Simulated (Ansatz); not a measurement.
The first iterations of a band of Cl + ClF3Ge (6 atoms, charge 0, multiplicity 2).

Level of theory: UKS PBE-D4/def2-SVP in Ansatz.

```yaml
movable_images: 7
climbing_image: yes
spring: 5.0 eV/Å²
optimiser: quadratic models (default)
start_path: through a guess of the saddle point
force_threshold: 0.05 eV/Å
iteration_limit: 60
end_points: relaxed
```

Initial state:

```xyz
6
Properties=species:S:1:pos:R:3
Ge 0.048 0.081 0.023
F 0.433 0.739 1.588
F 1.548 -0.109 -0.807
F -0.870 1.287 -0.800
Cl -1.006 -1.745 0.153
Cl -0.406 -0.694 3.645
```

Final state:

```xyz
6
Properties=species:S:1:pos:R:3
Ge 0.134 -0.052 0.153
F 1.061 0.213 1.615
F 1.291 0.156 -1.112
F -1.023 1.211 -0.030
Cl -0.708 -1.991 0.060
Cl -1.008 0.023 3.117
```

| iteration | highest image above the first end (eV) | largest band force component (eV/Å) |
| --- | --- | --- |
| 1 | 1.738 | 5.922 |
| 2 | 1.136 | 4.779 |
| 3 | 0.400 | 2.005 |
| 4 | 0.175 | 0.846 |
| 5 | 0.127 | 1.207 |
| 6 | 0.091 | 0.490 |

Q: Does the band converge within its limit, and where does its top end?

A: The forces met the threshold. It ended after 19 iterations with the highest image 0.000 eV above the first end. The highest image is an end point: on this band no image between the ends rises above it.

Time of the run: 6.7 min on 4 threads of Arm Neoverse V1 (shared host), peak memory 0.28 GiB.
